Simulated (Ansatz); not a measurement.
Cartesian coordinates in Å:
```
Si -0.414 0.202 -1.791
Si -0.114 0.653 0.478
B 1.227 -0.165 1.616
N -0.003 -0.767 1.524
H -1.806 -0.233 -2.094
H -0.129 1.425 -2.591
H 0.522 -0.876 -2.209
H -1.058 1.693 0.975
H 2.249 -0.358 2.190
H -0.475 -1.574 1.903
```

Charge 0, multiplicity 1.

Question: List the PBE0/def2-TZVPP orbital energies in eV (Ansatz). (An estimate is asked.)

Answer: Computed: Occupied: -1802.63, -1802.41, -391.64, -184.77, -144.93, -144.79, -99.64, -99.56, -99.55, -99.44, -99.44, -99.44, -24.52, -16.53, -15.24, -13.23, -11.96, -10.36, -9.88, -9.71, -9.58, -7.90, -6.97. Lowest empty: -0.66, -0.36, 0.40, 0.71, 1.24, 1.55, 1.71, 2.45.
